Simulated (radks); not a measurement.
Removal energies from the strontium ion Sr11+, [Ar] 3d(3/2: 4, 5/2: 5), by Delta-SCF beside the eigenvalue of the level emptied. All-electron calculation, Dirac Kohn-Sham, PBE, spin-unpolarised, spherical densities, finite nucleus; Fermi nuclear charge, rms radius of each element as measured or else 0.836 A^(1/3) + 0.57 fm. Program: a radial shooting solver on a logarithmic mesh with Libxc functionals. Sub-shells are occupied by j as written (lower j first in brackets).

removed from,final configuration,Delta-SCF (eV),-eigenvalue (eV)
3d5/2,"[Ar] 3d(3/2: 4, 5/2: 4)",366.86,344.99
3d3/2,"[Ar] 3d(3/2: 3, 5/2: 5)",368.96,346.99
3p3/2,"[Ne] 3s2 3p(1/2: 2, 3/2: 3) 3d(3/2: 4, 5/2: 5)",491.45,470.20
3p1/2,"[Ne] 3s2 3p(1/2: 1, 3/2: 4) 3d(3/2: 4, 5/2: 5)",502.76,481.20
